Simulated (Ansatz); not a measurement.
`F[BH][GeH2][SH]` + `O[SiH3]` → `O[SiH2][GeH2][SH]` + `BF`  (formal exchange of groups at a Ge–B bond)

Program: Ansatz. Geometries: PBE0-D4/def2-TZVP. ΔE: electronic, gas phase. CBS: MP2 limit from def2 TZ/QZ plus the TZ coupled-cluster correction, frozen cores. This one scheme is used for every species. Functionals use def2-TZVPP. For Ge outer-core shells are correlated without core-valence functions, which leaves a few kJ/mol of doubt a bond. Scalar relativity is left out up to krypton. One conformer a species, not always the lowest.

| level | ΔE (kcal/mol) |
| --- | --- |
| PBE0-D4 | -6.5 |
| HF/def2-TZVPP | -5.6 |

(1) What does CCSD(T)/CBS give? (An estimate is asked.)

Largest T1 diagnostic among the species: 0.013.

## Answers

(1) The calculation gave: -5.9 kcal/mol. The listed levels differ from it by -0.6, 0.3 kcal/mol.

The D4 term adds −1.1 kcal/mol with B3LYP and −0.7 kcal/mol with PBE0; it sums over pairs of atoms, weighted by their polarisabilities, and B3LYP, whose exchange is more repulsive, gets the larger term.

B3LYP here is the variant with VWN-RPA as its local correlation; programs differ in this.
